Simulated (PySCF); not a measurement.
Cl2Ga2H4.
SMILES: `[Cl+]1[GaH2-][Cl+][GaH2-]1`

A linear-response calculation (PySCF, def2-SVPD basis, gas phase, vertical, core orbitals frozen in the response) gave these numbers; the functional is withheld.

Orbital energies (eV): HOMO-3 -11.05, HOMO-2 -10.80, HOMO-1 -10.64, HOMO -9.81, LUMO -0.22, LUMO+1 0.19, LUMO+2 0.72.

```
state  E (eV)       f  main configurations (H = HOMO, L = LUMO)
   S1    6.42  0.0000                                 H→L (92%)
   S2    6.94  0.0000                               H→L+1 (87%)
   S3    7.07  0.0000                  H-1→L (72%), H→L+4 (24%)
   S4    7.35   0.036   H→L+3 (54%), H-1→L+1 (16%), H→L+2 (12%)
   S5    7.38  0.0000                               H-2→L (95%)
   S6    7.67  0.0001                H-3→L (75%), H-1→L+1 (13%)
```

Triplets, Tamm–Dancoff:

```tsv
state	E (eV)	λ (nm)	main configurations (H = HOMO, L = LUMO)
T1	6.10	203.2	H→L (86%), H-1→L+4 (8%)
T2	6.50	190.8	H→L+1 (70%), H-1→L+3 (12%)
T3	6.59	188.2	H-1→L (67%), H→L+4 (25%)
T4	6.68	185.6	H→L+3 (41%), H-1→L+1 (24%), H→L+5 (11%)
```

Vertical ionisation energy by ΔSCF with the same functional: 10.66 eV. Mean static polarisability: 85.7 au.

Question: Which of these was used?
A. CAM-B3LYP
B. PBE
C. HF
D. PBE0

Answer: A. CAM-B3LYP is range-separated, 19% exact exchange at short range and 65% at long range (ω = 0.33 bohr⁻¹). In this run −ε(HOMO) = 9.81 eV differs from the ΔSCF value by -0.85 eV, and S1 differs from the orbital gap of 9.59 eV by -3.17 eV. The ratio −ε(HOMO)/IP is 0.92. Small neutral molecules mostly give 0.85 to 0.93 with CAM-B3LYP, 0.5 to 0.7 with PBE, 0.7 to 0.83 with PBE0; Hartree–Fock can't fall below 1, since the ion's relaxation only lowers the ΔSCF value. The other options: PBE, a GGA without exact exchange; HF, time-dependent Hartree–Fock, 100% exact exchange; PBE0, a global hybrid with 25% exact exchange.

Computed, not measured: PySCF 2.14.0, density-fitted response routines, TDDFT CAM-B3LYP/def2-SVPD, vertical, gas phase, core orbitals frozen in the response. Geometry: PBE0-D3(BJ)/def2-SVP; no solvent, vibrations or thermal averaging. The CAM-B3LYP/def2-SVPD calculation is non-relativistic and has no spin–orbit coupling, an omission that weighs most on gallium.
